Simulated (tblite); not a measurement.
C₆H₉FNO (doublet state).
Cartesian coordinates in Å at the GFN2-xTB level; atoms count from 1:
```xyz
18
C6H9FNO angstrom
C      2.9911    2.0833   -0.7002
O      2.4003    0.8903   -0.2438
C      1.1165    0.6755   -0.6588
C      0.3673   -0.3142   -0.2873
C     -0.4769   -1.3622   -0.0450
N     -0.5121   -2.4711   -0.7265
C     -1.4865   -1.2286    1.0759
C     -2.7639   -0.5809    0.5540
F     -2.5304    0.7252    0.1885
H      3.9970    2.1008   -0.2850
H      3.0519    2.1087   -1.7937
H      2.4405    2.9626   -0.3498
H      0.7110    1.4249   -1.3432
H      0.1677   -2.5065   -1.4829
H     -1.7330   -2.2254    1.4389
H     -1.0778   -0.6234    1.8857
H     -3.1306   -1.0996   -0.3369
H     -3.5406   -0.5530    1.3250
```

The geometry is computed with GFN2-xTB (gas phase). This method treats the open shell by occupation alone, without spin polarisation.

Take the most abundant isotopes and a rigid rotor. The values belong to one conformer with, in the numbering `[H]/[N:6]=[C:5](\[C:4]=[CH:3]\[O:2][CH3:1])[CH2:7][CH2:8][F:9]`, C1–O2–C3–C4 -176°, C4–C5–C7–C8 88°, C5–C7–C8–F9 -67°.

Q: Give the principal moments of inertia and the rotational constants in cm⁻¹.

A: Ia = 187.81, Ib = 655.32, Ic = 784.58 u·Å²; 505379 MHz·u·Å²/I gives 2691, 771.2 and 644.1 MHz, that is A = 0.08976, B = 0.02572, C = 0.02149 cm⁻¹.

Q: What kind of rotor is it?

A: An asymmetric top. Ray's parameter κ = (2B − A − C)/(A − C) = -0.876; −1 is the prolate and +1 the oblate limit.

Q: What does the inertial defect say?

A: Not planar: Δ = Ic − Ia − Ib = -58.55 u·Å². For a rigid frame Δ = −2 Σ m c², so Σ m c² = 29.28 u·Å² lies off the ab plane: 9.82 from hydrogen and 19.45 from heavier atoms. The atom farthest from that plane is 1.74 Å away.

Q: Estimate the classical rotational partition function at 50 K, 100 K and 200 K.

A: Point group C1, symmetry number σ = 1; q = (√π/σ)·√((kT/h)³/(ABC)), k/h = 20836.6 MHz/K: 51600 at 50 K, 146000 at 100 K, 412000 at 200 K.

For this open shell read J as N, the rotation without spin; fine and hyperfine splittings come on top. Its GFN2-xTB frequencies are all real (lowest 17 cm⁻¹). Constants of a rigid frame at the computed geometry: no zero-point averaging, no centrifugal distortion.
